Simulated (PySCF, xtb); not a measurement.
BBr3, SMILES BrB(Br)Br.

GFN2-xTB run with xtb 6.7.1 at its own geometry gives an orbital gap of 3.85 eV and a dipole moment of 0.13 D.

The structure is a stationary point at r2SCAN-D4/def2-SVP. The isomer is the one that the SMILES or the coordinates give; other isomers of the formula were not compared.

### Question
What does PBE/def2-TZVP (PySCF) give? (Estimate from the structure and the level; the computed values follow.)

### Answer
gap 4.07 eV (levels -7.02 and -2.95 eV), dipole 0.00 D.
